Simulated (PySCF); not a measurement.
An unknown gives this computed stick spectrum. Method: PySCF 2.14.0, density-fitted response routines, TDDFT PBE0/def2-SVPD, vertical, gas phase, core orbitals frozen in the response. Geometries: GFN2-xTB, one conformer each.

```csv
state,E (eV),f,"main configurations (H = HOMO, L = LUMO)"
S1,4.62,0.478,H→L (95%)
S2,4.63,0.0006,"H-1→L (90%), H-1→L+1 (8%)"
S3,5.31,0.0017,H→L+1 (92%)
S4,5.61,0.0014,H-1→L+1 (81%)
S5,5.70,0.082,H-2→L (92%)
S6,5.71,0.0001,H-3→L (89%)
```

Orbital energies (eV): HOMO-3 -9.95, HOMO-2 -9.18, HOMO-1 -8.85, HOMO -7.80, LUMO -2.75, LUMO+1 -1.60, LUMO+2 -0.22.

Task: Which candidate is it? All have the formula C5H3N3S.
A. `[H]/N=C\C#Cc1ncsn1`
B. `[H]/N=C(\C#N)c1cncs1`
C. `N#C/C=C\c1cnsn1`

Result: C. Its S1, at 4.62 eV, is the highest among the candidates; the nearest of the others has S1 at 4.10 eV. S1 is HOMO→LUMO (95%). Löwdin shares by element: HOMO carbon 40% or more, sulfur 23% (atoms not listed hold the other 38%); LUMO carbon 35% or more, nitrogen 18% or more, sulfur 14% (atoms not listed hold the other 33%). At the same level the other candidates give, for their lowest levels:
- `[H]/N=C(\C#N)c1cncs1`: 4.10 eV (f 0.001); 4.57 eV (f 0.262); 4.62 eV (f 0.001); 4.95 eV (f 0.027); 6.07 eV (f 0.013); T1 2.86 eV; HOMO -7.94, LUMO -2.88 eV
- `[H]/N=C\C#Cc1ncsn1`: 4.09 eV (f 0.002); 4.64 eV (f 0.492); 4.70 eV (f 0.000); 4.92 eV (f 0.001); 5.41 eV (f 0.069); T1 3.01 eV; HOMO -7.65, LUMO -2.49 eV

Shape of the structure used: `[N:1]#[C:2]/[CH:3]=[CH:4]\[c:5]1[cH:6][n:7][s:8][n:9]1`: C3–C4–C5–C6 0°.
Triplets come from the Tamm–Dancoff approximation.
